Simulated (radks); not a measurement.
Values are calculated unless marked as measured or tabulated.
Removal energies from the cadmium ion Cd6+, [Kr] 4d(3/2: 4, 5/2: 2), by Delta-SCF beside the eigenvalue of the level emptied. Code: a radial shooting solver on a logarithmic mesh with Libxc functionals. Model: Dirac Kohn-Sham, PBE, spin-unpolarised, spherical densities, finite nucleus; Fermi nuclear charge, rms radius of each element as measured or else 0.836 A^(1/3) + 0.57 fm. Sub-shells are occupied by j as written (lower j first in brackets).

| removed from | final configuration | Delta-SCF (eV) | -eigenvalue (eV) |
|---|---|---|---|
| 4d5/2 | [Kr] 4d(3/2: 4, 5/2: 1) | 108.51 | 98.719 |
| 4d3/2 | [Kr] 4d(3/2: 3, 5/2: 2) | 109.53 | 99.669 |
| 4p3/2 | [Ar] 3d10 4s2 4p(1/2: 2, 3/2: 3) 4d(3/2: 4, 5/2: 2) | 167.64 | 156.72 |
| 4p1/2 | [Ar] 3d10 4s2 4p(1/2: 1, 3/2: 4) 4d(3/2: 4, 5/2: 2) | 174.16 | 163.02 |
